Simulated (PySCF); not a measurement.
**TeNI3: from structure and modes to constants**

Computed with PBE0 in PySCF with Te def2-SVP with ECP28, N def2-SVP, I def2-SVP with ECP28; scalar-relativistic core potentials, no spin–orbit coupling; density-fitted integrals.

The singlet minimum has C3v symmetry. Masses (u): Te 129.90622, N 14.00307, I 126.90447.

```xyz
5
charge 0 multiplicity 1, angstrom
Te    0.0000   -0.7933   -0.5611
N     0.0000   -2.2702   -1.6058
I     2.0867   -0.3412    1.2343
I    -2.0867   -0.3412    1.2343
I     0.0000    1.7459   -1.7164
```

Harmonic wavenumbers (cm⁻¹): 53.0 (e, ×2), 70.9 (a1, ×1), 131.5 (e, ×2), 168.2 (a1, ×1), 190.3 (e, ×2), 925.6 (a1, ×1).

Question: Find the principal moments of inertia and the rotational constants. What kind of rotor is it?

Answer: About the centre of mass I = 1407.9, 1407.9, 2210.4 u Å². With B = 16.8576/I this gives 0.01197, 0.01197, 0.007627 cm⁻¹. The molecule is an oblate symmetric top.

Question: Find the vibrational entropy and heat capacity at 298.15 K.

Answer: With u = 1.43878 ω/T, each mode gives S = R[u/(eᵘ−1) − ln(1−e⁻ᵘ)] and C = R u² eᵘ/(eᵘ−1)².
```csv
ω (cm⁻¹),u,S (J/(mol K)),C (J/(mol K))
53.0 (×2),0.256,19.68,8.27
70.9,0.342,17.27,8.23
131.5 (×2),0.635,12.23,8.04
168.2,0.811,10.28,7.87
190.3 (×2),0.918,9.31,7.75
925.6,4.466,0.53,1.95
```
The sums over all modes are S = 110.5 and C = 66.2 J/(mol K); the softest mode gives 18 % of the entropy (each member, where degenerate).

Only a few start shapes were tried, so a lower isomer may exist.
